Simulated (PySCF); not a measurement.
All values below come from PBE-D3(BJ)/def2-TZVP // r2SCAN-D4/def2-SVP (PySCF). Isolated molecules, 0 K electronic values unless said otherwise. One relaxed conformer stands for a flexible species; it need not be the lowest. Delta-SCF ions had no search for a lower state. 

Reference species (SMILES): `c1c2ccsc2c(cc1C#N)B` (neutral, multiplicity 1).

```json
{
 "HOMO": "-6.24 eV",
 "vertical ionisation energy (Delta-SCF)": "8.55 eV"
}
```

Changed species: `Bc1c(C#N)ccc2ccsc12`.

Problem. What does the change do to the HOMO and vertical ionisation energy (Delta-SCF)?

Solution. the HOMO rises by 0.08 eV, to -6.16 eV; the vertical ionisation energy (Delta-SCF) falls by 0.08 eV, to 8.47 eV.
